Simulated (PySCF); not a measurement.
C₄H₅BFN, SMILES N(/C)=C\B(F)C#C. Atoms are numbered in the order given.

```xyz
12

C     -0.9610     3.1056     0.0000
C     -0.3402     2.0576     0.0000
B      0.3842     0.7076     0.0000
F      1.7091     0.6864     0.0000
C     -0.4182    -0.6445     0.0000
N      0.2073    -1.7584     0.0000
C     -0.5431    -2.9865     0.0000
H     -1.4985     4.0366     0.0000
H     -1.5313    -0.6188     0.0000
H     -0.2525    -3.5846    -0.8808
H     -1.6439    -2.8487     0.0000
H     -0.2525    -3.5846     0.8808
```

The structure is a stationary point at B3LYP-D3(BJ)/def2-SVP. The structure was generated by enumeration; whether it is a known compound was not checked. Other conformers were not sampled.

Computed with PySCF with TDDFT-ωB97X/def2-SVPD.

Vertical excitations. Isolated molecule, no solvent. State labels are in the subgroup Cs.

| state | symmetry | energy (eV) | λ (nm) | f | main pairs |
|---|---|---|---|---|---|
| S1 | A" | 3.72 | 333 | 0.001 | HOMO→LUMO 87 % |
| S2 | A" | 4.90 | 253 | 0.000 | HOMO−1→LUMO 83 %, HOMO−1→LUMO+2 13 % |
| S3 | A' | 5.73 | 217 | 0.178 | HOMO−2→LUMO 64 %, HOMO−1→LUMO+3 12 % |
| S4 | A" | 6.26 | 198 | 0.000 | HOMO−4→LUMO 83 % |
| S5 | A' | 6.58 | 188 | 0.343 | HOMO−3→LUMO 68 %, HOMO−2→LUMO 20 % |
| S6 | A" | 6.82 | 182 | 0.000 | HOMO−2→LUMO+3 43 %, HOMO−3→LUMO+3 20 %, HOMO−2→LUMO+1 19 %, HOMO−3→LUMO+1 9 % |
| S7 | A" | 7.36 | 168 | 0.001 | HOMO→LUMO+2 70 % |
| S8 | A' | 7.71 | 161 | 0.015 | HOMO→LUMO+1 64 %, HOMO→LUMO+4 17 % |
| S9 | A' | 8.08 | 153 | 0.272 | HOMO−2→LUMO+2 19 %, HOMO−1→LUMO+3 18 %, HOMO−3→LUMO 18 %, HOMO−1→LUMO+1 14 % |
| S10 | A" | 8.23 | 151 | 0.001 | HOMO−1→LUMO+2 55 %, HOMO−5→LUMO 18 %, HOMO−1→LUMO 9 % |
| T1 | A" | 3.01 | 412 | 0 | HOMO→LUMO 81 %, HOMO→LUMO+2 15 % |
| T2 | A' | 4.10 | 303 | 0 | HOMO−2→LUMO 61 %, HOMO−3→LUMO 16 %, HOMO−3→LUMO+2 14 % |
| T3 | A' | 4.49 | 276 | 0 | HOMO−3→LUMO 53 %, HOMO−2→LUMO+2 21 %, HOMO−2→LUMO 16 % |
| T4 | A" | 4.61 | 269 | 0 | HOMO−1→LUMO 78 %, HOMO−1→LUMO+2 15 % |
Triplets are in the Tamm–Dancoff approximation, which puts them higher than full response would, so one can lie above its singlet here.
